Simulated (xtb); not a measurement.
CH₃Zn (SMILES [CH3][Zn]), doublet, geometry from GFN2-xTB (such geometries of metal compounds can be far from the true shape) (the spin is typed, not shown lowest), atoms displaced at random by about 0.02 Å a coordinate; xtb 6.7.1 with GFN2-xTB.

Input for xtb:
```
$ xtb mol.xyz --gfn 2 --uhf 1 --opt vtight --json

# file mol.xyz
5

Zn    -0.37964447    -0.25615340    -0.26966110
C      1.17244084     0.70889002     0.91730849
H      1.74496907    -0.06358943     1.49472395
H      0.73943028     1.41557837     1.62375310
H      1.87696138     1.25624458     0.23234946
```

What does xtb print? Leave out banner, timings and long lists.


```
   ID    Z sym.   atoms
    1   30 Zn     1
    2    6 C      2
    3    1 H      3-5

           -------------------------------------------------
          |                Calculation Setup                |
           -------------------------------------------------

           -------------------------------------------------
          |                 G F N 2 - x T B                 |
           -------------------------------------------------

          ...................................................
          :                      SETUP                      :
          :.................................................:
          :  # basis functions                  11          :
          :  # atomic orbitals                  11          :
          :  # shells                            7          :
          :  # electrons                         9          :
          :  max. iterations                   250          :
          :  Hamiltonian                  GFN2-xTB          :
          :  restarted?                      false          :
          :  GBSA solvation                  false          :
          :  PC potential                    false          :
          :  electronic temp.          300.0000000     K    :
          :  accuracy                    1.0000000          :
          :  -> integral cutoff          0.2500000E+02      :
          :  -> integral neglect         0.1000000E-07      :
          :  -> SCF convergence          0.1000000E-05 Eh   :
          :  -> wf. convergence          0.1000000E-03 e    :
          :  Broyden damping             0.4000000          :
          :  net charge                          0          :
          :  unpaired electrons                  1          :
          ...................................................

 iter      E             dE          RMSdq      gap      omega  full diag
   1     -4.1138704 -0.411387E+01  0.103E+01    4.05       0.0  T
   2     -4.1142449 -0.374481E-03  0.332E+00    5.69       1.0  T
   3     -4.1374745 -0.232296E-01  0.515E+00    4.54       1.0  T
   4     -4.1870179 -0.495433E-01  0.387E-01    5.44       1.0  T
   5     -4.1875702 -0.552313E-03  0.123E-01    5.48       1.0  T
   6     -4.1875307  0.394542E-04  0.952E-02    5.47       1.0  T
   7     -4.1875565 -0.257274E-04  0.514E-02    5.49       1.0  T
   8     -4.1875754 -0.188917E-04  0.455E-03    5.48       9.8  T
   9     -4.1875754 -0.515566E-07  0.785E-04    5.48      57.0  T
  10     -4.1875754 -0.220021E-08  0.346E-04    5.48     129.4  T

   *** convergence criteria satisfied after 10 iterations ***

         :::::::::::::::::::::::::::::::::::::::::::::::::::::
         ::                     SUMMARY                     ::
         :::::::::::::::::::::::::::::::::::::::::::::::::::::
         :: total energy              -4.143385904139 Eh    ::
         :: gradient norm              0.037168302360 Eh/a0 ::
         :: HOMO-LUMO gap              5.478562474788 eV    ::
         ::.................................................::
         :: SCC energy                -4.187575335892 Eh    ::
         :: -> isotropic ES            0.015898795611 Eh    ::
         :: -> anisotropic ES          0.002146523943 Eh    ::
         :: -> anisotropic XC          0.003542926376 Eh    ::
         :: -> dispersion             -0.001852259610 Eh    ::
         :: repulsion energy           0.044189431753 Eh    ::
         :: add. restraining           0.000000000000 Eh    ::
         :: total charge              -0.000000000000 e     ::
         :::::::::::::::::::::::::::::::::::::::::::::::::::::

      -----------------------------------------------------------
     |                   =====================                   |
     |                        A N C O P T                        |
     |                   =====================                   |
     |               Approximate Normal Coordinate               |
     |                Rational Function Optimizer                |
      -----------------------------------------------------------
      -----------------------------------------------------------
     |                   =====================                   |
     |                        A N C O P T                        |
     |                   =====================                   |
     |               Approximate Normal Coordinate               |
     |                Rational Function Optimizer                |
      -----------------------------------------------------------

          ...................................................
          :                      SETUP                      :
          :.................................................:
          :   optimization level         verytight          :
          :   max. optcycles                   200          :
          :   ANC micro-cycles                  20          :
          :   degrees of freedom                 9          :
          :.................................................:
          :   RF solver                   davidson          :
          :   write xtbopt.log                true          :
          :   linear?                        false          :
          :   energy convergence         0.1000000E-06 Eh   :
          :   grad. convergence          0.2000000E-03 Eh/α :
          :   maxmium RF displ.          1.0000000          :
          :   Hlow (freq-cutoff)         0.1000000E-01      :
          :   Hmax (freq-cutoff)         5.0000000          :
          :   S6 in model hess.         20.0000000          :
          ...................................................

generating ANC from exact Hessian ...
Using Lindh-Hessian (1995)
 Shifting diagonal of input Hessian by    0.0000000000000000
 Lowest  eigenvalues of input Hessian
    0.000000    0.000000    0.000000    0.000000    0.000000    0.000000
    0.013000    0.014425    0.058885    0.089035    0.099656    0.177959
[...]
 * total energy  :    -4.1433859 Eh     change       -0.1259348E-10 Eh
 * total energy  :    -4.1448656 Eh     change       -0.1479725E-02 Eh
 * total energy  :    -4.1450172 Eh     change       -0.1515793E-03 Eh
 * total energy  :    -4.1450266 Eh     change       -0.9392465E-05 Eh
 * total energy  :    -4.1450275 Eh     change       -0.8754269E-06 Eh
 * total energy  :    -4.1450275 Eh     change       -0.6130423E-07 Eh
   *** GEOMETRY OPTIMIZATION CONVERGED AFTER 6 ITERATIONS ***
[...]
          :  # basis functions                  11          :
          :  # atomic orbitals                  11          :
          :  # shells                            7          :
          :  # electrons                         9          :
          :  max. iterations                   250          :
          :  Hamiltonian                  GFN2-xTB          :
          :  restarted?                      false          :
          :  GBSA solvation                  false          :
          :  PC potential                    false          :
          :  electronic temp.          300.0000000     K    :
          :  accuracy                    1.0000000          :
          :  -> integral cutoff          0.2500000E+02      :
          :  -> integral neglect         0.1000000E-07      :
          :  -> SCF convergence          0.1000000E-05 Eh   :
          :  -> wf. convergence          0.1000000E-03 e    :
          :  Broyden damping             0.4000000          :
          :  net charge                          0          :
          :  unpaired electrons                  1          :
          ...................................................

 iter      E             dE          RMSdq      gap      omega  full diag
   1     -4.1988192 -0.419882E+01  0.417E-06    5.45       0.0  T
   2     -4.1988192  0.266454E-14  0.283E-06    5.45   15792.3  T
   3     -4.1988192 -0.799361E-14  0.194E-06    5.45   23020.5  T

   *** convergence criteria satisfied after 3 iterations ***

         :::::::::::::::::::::::::::::::::::::::::::::::::::::
         ::                     SUMMARY                     ::
         :::::::::::::::::::::::::::::::::::::::::::::::::::::
         :: total energy              -4.145027537956 Eh    ::
         :: gradient norm              0.000053744573 Eh/a0 ::
         :: HOMO-LUMO gap              5.451578758924 eV    ::
         ::.................................................::
         :: SCC energy                -4.198819104733 Eh    ::
         :: -> isotropic ES            0.015987583472 Eh    ::
         :: -> anisotropic ES          0.001776195472 Eh    ::
         :: -> anisotropic XC          0.003168675180 Eh    ::
         :: -> dispersion             -0.001851030254 Eh    ::
         :: repulsion energy           0.053791566777 Eh    ::
         :: add. restraining           0.000000000000 Eh    ::
         :: total charge              -0.000000000000 e     ::
         :::::::::::::::::::::::::::::::::::::::::::::::::::::

           -------------------------------------------------
          |                Property Printout                |
           -------------------------------------------------

    * Orbital Energies and Occupations

         #    Occupation            Energy/Eh            Energy/eV
      -------------------------------------------------------------
         1        2.0000           -0.5461395             -14.8612
         2        2.0000           -0.4419435             -12.0259
         3        2.0000           -0.4419333             -12.0256
         4        2.0000           -0.3871912             -10.5360
         5        1.0000           -0.2795965              -7.6082 (HOMO)
         6                         -0.0792546              -2.1566 (LUMO)
         7                         -0.0792538              -2.1566
         8                          0.1087808               2.9601
         9                          0.2528714               6.8810
        10                          0.2529498               6.8831
        11                          0.3096601               8.4263
      -------------------------------------------------------------
                  HL-Gap            0.2003418 Eh            5.4516 eV
             Fermi-level           -0.2564097 Eh           -6.9773 eV

     #   Z          covCN         q      C6AA      α(0)
     1  30 Zn       0.742     0.172   325.505    43.245
     2   6 C        3.517    -0.212    26.350     7.575
     3   1 H        0.925     0.013     2.839     2.635
     4   1 H        0.925     0.013     2.839     2.635
     5   1 H        0.925     0.013     2.839     2.635

 Mol. C6AA /au·bohr⁶  :        767.300191
 Mol. C8AA /au·bohr⁸  :      40626.634362
 Mol. α(0) /au        :         58.724590

Wiberg/Mayer (AO) data.
largest (>0.10) Wiberg bond orders for each atom

 ---------------------------------------------------------------------------
     #   Z sym  total        # sym  WBO       # sym  WBO       # sym  WBO
 ---------------------------------------------------------------------------
     1  30 Zn   0.841 --     2 C    0.765
     2   6 C    3.688 --     4 H    0.974     3 H    0.974     5 H    0.974
                             1 Zn   0.765
     3   1 H    1.000 --     2 C    0.974
     4   1 H    1.000 --     2 C    0.974
     5   1 H    1.000 --     2 C    0.974
 ---------------------------------------------------------------------------

Topologies differ in total number of bonds
Writing topology from bond orders to xtbtopo.mol

molecular dipole:
                 x           y           z       tot (Debye)
 q only:       -0.493      -0.303      -0.372
   full:       -0.238      -0.146      -0.180       0.844
molecular quadrupole (traceless):
                xx          xy          yy          xz          yz          zz
 q only:       -0.381      -0.642       0.337      -0.856      -0.503       0.044
  q+dip:       -0.207      -0.350       0.180      -0.462      -0.273       0.027
   full:       -0.606      -1.051       0.489      -1.322      -0.802       0.117

optimized geometry written to: xtbopt.xyz

           -------------------------------------------------
          | TOTAL ENERGY               -4.145027537956 Eh   |
          | GRADIENT NORM               0.000053744573 Eh/α |
          | HOMO-LUMO GAP               5.451578758924 eV   |
           -------------------------------------------------

normal termination of xtb
```
